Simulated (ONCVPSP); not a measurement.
## arsenic: one change to an ONCV potential, before and after

ONCVPSP 4.0.1 input, shortened (lines: element, Z, core and valence counts, functional; n l f; lmax; l rc ep ncon nbas qcut; lloc lpopt rc5 dvloc0; l nproj debl; icmod fcfact rcfact), LDA (Perdew-Wang 92), scalar-relativistic:

```
  As 33.00    5    3  -001012      upf
    1    0    2.00
    2    0    2.00
    2    1    6.00
    3    0    2.00
    3    1    6.00
    3    2   10.00
    4    0    2.00
    4    1    3.00
    2
    0    1.70    0.00    4    7    3.80
    1    2.00    0.00    5    8    3.50
    2    0.95    0.00    5    9   15.10
    4    5    0.90   -1.00
    0    1    3.60
    1    3    3.80
    2    1    0.50
    3    4.00    1.75
```

Change: d: nproj 3. In the d channel the program set the typed energies aside and used -1.503, 0.250, 0.750 Ha.

Cutoffs: the cutoffs (Ha) at which the residual kinetic energy of the hardest occupied pseudo-wave falls to 1 and 0.1 mHa per electron; they do not see the model core or the augmentation charge, which bear on the density cutoff. Errors are all-electron minus pseudo energies relative to the spin-unpolarised reference configuration.

How do hardness, ghosts and transferability respond?

The potential gets neither clearly harder nor softer (110 Ha and 287 Ha → 110 Ha and 287 Ha); both files keep a bound ghost (s); the lowest positive-energy flag moves from p at 299.5 eV to d at 50.0 eV; the errors of the 4 common tests hardly move; the range in which the d phases agree widens (upper end 3.0 → at the end of the scan).

| quantity | base | changed |
| --- | --- | --- |
| cutoff, loose | 110 Ha | 110 Ha |
| cutoff, tight | 287 Ha | 287 Ha |
| bound ghosts | s | s |
| GHOST(+) flags under 300 eV | p at 299.5 eV | d at 50.0 eV, p at 299.5 eV |
| error for 3d10 4s2 4p2, meV [ΔE 9.32 eV] | -0.8 | -0.8 |
| error for 3d10 4s2 4p1, meV [ΔE 27.48 eV] | +0.4 | +0.4 |
| error for 3d10 4s2 4p0, meV [ΔE 55.51 eV] | +10.0 | +10 |
| error for 3d9 4s2 4p3, meV [ΔE 51.10 eV] | -498 | -441 |
| s: phases at 1.72 bohr within 0.05 rad from the reference energy up to (Ha; the scan ends near 5) | 2.7 | 2.7 |
| p: phases at 2.02 bohr within 0.05 rad from the reference energy up to (Ha; the scan ends near 5) | to the end of the scan | to the end of the scan |
| d: phases at 0.96 bohr within 0.05 rad from the reference energy up to (Ha; the scan ends near 5) | 3.0 | to the end of the scan |
| rms error of d²Exc/dni dnj with the model core, mHa | 1.76 | 1.76 |

 A true bound ghost makes a file unfit for plane-wave use even where its test errors are small: the radial tests pick states by their node count and pass the ghost by.
